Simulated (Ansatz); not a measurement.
Reaction (ligand exchange at a B–C bond): `BC[O][Al]([F])[SH]` + `[SH][GaH][Cl]` → `B[S][GaH][Cl]` + `C[O][Al]([F])[SH]`

Gas-phase electronic energies from Ansatz, PBE0-D4/def2-TZVP geometries. CCSD(T)/CBS adds triple-zeta CCSD(T) − MP2 to the extrapolated MP2 energy (def2 sets, frozen cores). This one scheme is used for every species. DFT in def2-TZVPP. B3LYP here is the variant with VWN-RPA as its local correlation; programs differ in this. For Ga outer-core shells are correlated without core-valence functions, which leaves a few kJ/mol of doubt a bond. Scalar relativity is left out up to krypton. Each species was taken in one conformer, which may not be the lowest.

`BC[O][Al]([F])[SH]`:

Z-matrix (Å, degrees):
```
C
O 1 1.407
B 1 1.547 2 118.5
H 1 1.105 2 108.6 3 -121.7
H 1 1.104 2 110.7 3 126.0
Al 2 1.674 1 134.6 3 -43.6
H 3 1.196 1 118.5 2 -179.4
H 3 1.198 1 121.7 2 -0.3
F 6 1.645 2 121.4 1 -13.0
S 6 2.160 2 120.2 1 169.1
H 10 1.345 6 91.3 2 -1.8
```

`[SH][GaH][Cl]`:

Cartesian coordinates in Å:
```
S 1.145 -1.117 -0.429
Ga -0.247 0.435 0.226
Cl 0.638 1.908 1.500
H 0.211 -1.762 -1.148
H -1.748 0.535 -0.149
```

`B[S][GaH][Cl]`:

```xyz
7

B     1.253   -0.084    1.020
S     0.605   -1.177   -0.230
Ga   -1.095    0.071   -0.893
Cl   -2.277   -0.789   -2.455
H     0.745    0.971    1.255
H     2.219   -0.454    1.612
H    -1.449    1.463   -0.309
```

`C[O][Al]([F])[SH]`:

Cartesian coordinates in Å:
```
C -1.647 0.417 -0.597
O -0.310 0.576 -0.218
Al 0.956 -0.333 0.364
F 0.804 -1.947 0.653
S 2.846 0.642 0.748
H -1.990 -0.618 -0.489
H -2.287 1.057 0.019
H -1.776 0.715 -1.642
H 3.404 -0.510 1.161
```

Task: Is it downhill or uphill in electronic energy at CCSD(T)/CBS, and by how much? (An estimate is asked.)

Result: The calculation gave: Downhill: ΔE = -87.2 kJ/mol.

Task: What do these levels give: PBE-D4, r2SCAN-D4, B3LYP-D4, ωB97X-V, ωB97M-V, PBE, r2SCAN, HF/def2-TZVPP, MP2/def2-TZVPP, HF/def2-QZVPP, HF/CBS(def2), CCSD/CBS(def2)? (An estimate is asked.)

Result: Computed: PBE-D4 -86.5, r2SCAN-D4 -85.1, B3LYP-D4 -84.0, ωB97X-V -81.2, ωB97M-V -80.9, PBE -86.5, r2SCAN -85.3, HF/def2-TZVPP -80.8, MP2/def2-TZVPP -93.1, HF/def2-QZVPP -80.4, HF/CBS(def2) -80.3, CCSD/CBS(def2) -84.5 kJ/mol.

Largest T1 diagnostic among the species: 0.013.

In def2-TZVPP, CCSD(T) changes the Hartree–Fock value by −7.3 kJ/mol (the triples alone add −2.7 kJ/mol) and MP2 by −12.3 kJ/mol.
